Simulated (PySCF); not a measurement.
TiH₄: from structure and modes to constants

Method: PySCF, PBE0, basis Ti def2-TZVP, H def2-TZVP (no relativity, density fitting).

The singlet minimum has Td symmetry. Masses (u): Ti 47.94795, H 1.00782.

```xyz
5
charge 0 multiplicity 1, angstrom
Ti    0.0000    0.0000    0.0000
H    -0.9777   -0.9777    0.9777
H    -0.9777    0.9777   -0.9777
H     0.9777    0.9777    0.9777
H     0.9777   -0.9777   -0.9777
```

Harmonic wavenumbers (cm⁻¹): 517.1 (t2, ×3), 591.1 (e, ×2), 1747.6 (t2, ×3), 1809.7 (a1, ×1).

(1) Find the principal moments of inertia and the rotational constants. What kind of rotor is it?

(2) What is the harmonic zero-point energy?

## Answers

(1) About the centre of mass I = 7.7067, 7.7067, 7.7067 u Å². With B = 16.8576/I this gives 2.187, 2.187, 2.187 cm⁻¹. The molecule is a spherical top.

(2) Half the sum of all 9 wavenumbers, 9786/2 = 4893 cm⁻¹, which is 58.5 kJ/mol (1 cm⁻¹ = 0.0119627 kJ/mol).

Stability towards spin polarisation was not tested. Other isomers or separated fragments may lie lower.
